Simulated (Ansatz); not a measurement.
Two isomers of CH8OSSi2: A = `C[Si](O)([SiH3])S`, B = `CO[SiH]([SiH3])S`.

Computed with Ansatz on PBE0-D4/def2-TZVP structures; ΔE is electronic, products minus reactants. CCSD(T)/CBS adds triple-zeta CCSD(T) − MP2 to the extrapolated MP2 energy (def2 sets, frozen cores). Functionals use def2-TZVPP. B3LYP here is the variant with VWN-RPA as its local correlation; programs differ in this. Each species was taken in one conformer, which may not be the lowest.

A:

```xyz
13

C     0.613    1.632    0.663
Si    0.156   -0.153    0.384
O     1.430   -1.176    0.615
Si   -0.613   -0.607   -1.778
S    -1.411   -0.522    1.808
H     1.450    1.911    0.018
H     0.911    1.803    1.701
H    -0.229    2.290    0.438
H     1.740   -1.287    1.516
H     0.473   -0.493   -2.789
H    -1.690    0.358   -2.128
H    -1.174   -1.984   -1.831
H    -1.657   -1.772    1.383
```

B:

Z-matrix (Å, degrees):
```
C
O 1 1.412
H 1 1.091 2 108.1
H 1 1.096 2 111.2 3 -119.3
H 1 1.094 2 111.1 3 119.5
Si 2 1.641 1 123.5 3 178.7
S 6 2.142 2 113.4 1 58.5
Si 6 2.334 2 106.2 1 -179.9
H 6 1.490 2 110.6 1 -55.1
H 7 1.344 6 94.9 2 70.3
H 8 1.487 6 109.2 2 172.2
H 8 1.487 6 111.7 2 51.3
H 8 1.488 6 108.8 2 -69.2
```

(1) Which isomer does CCSD(T)/CBS put lower? Give the gap. (Estimate.)

(2) Give E(B) − E(A) in kJ/mol with HF/def2-TZVPP, CCSD/def2-TZVPP, B3LYP, ωB97M-V, r2SCAN-D4, PBE-D4, B2PLYP. (Best estimate.)

Largest T1 diagnostic: 0.012.

Results:

(1) Computed: A, by 102.8 kJ/mol.

(2) The calculation gave: HF/def2-TZVPP 85.2, CCSD/def2-TZVPP 98.3, B3LYP 92.5, ωB97M-V 101.9, r2SCAN-D4 103.3, PBE-D4 100.2, B2PLYP 97.0. None reverses the order clearly.

In def2-TZVPP, CCSD(T) changes the Hartree–Fock value by +14.3 kJ/mol (the triples alone add +1.2 kJ/mol) and MP2 by +21.6 kJ/mol.
